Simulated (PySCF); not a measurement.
A structure optimised at PBE-D3(BJ)/def2-TZVPD, used in a PySCF frequency run:

```
F
Cu 1 1.7610
```
Charge 0, spin multiplicity 1.

Problem. Write its SMILES, formula and point group.

Solution. [F][Cu], CuF, C∞v

Problem. What are its rotational constants (standard atomic weights)?

Solution. 11.142 GHz (linear rotor, B only)
